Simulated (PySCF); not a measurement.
Computed shifts of a molecule C₄H₉Al, B3LYP/pcSseg-1 (PySCF), GIAO, gas phase, atoms alike by connectivity averaged where their shifts nearly agree, in ppm (number of nuclei): ¹³C: 157.2 (1), 154.5 (1), -6.2 (1), -10.2 (1). ¹H: 6.99 (1), 6.87 (1), 6.58 (1), 0.13 (3), 0.04 (3). References: ¹³C against TMS (σ = 181.3 ppm); ¹H against TMS (σ = 31.68 ppm), references at their B3LYP-D3(BJ)/def2-TZVP geometries, non-relativistic. Coordinates come from a B3LYP-D3(BJ)/def2-SVP optimisation. Other conformers were not sampled.

Which molecule gave these data?
A. C=[CH][Al]([CH3])[CH3]
B. C=[CH][AlH][CH2]C
C. C=C[CH2][AlH][CH3]

A, C=[CH][Al]([CH3])[CH3]
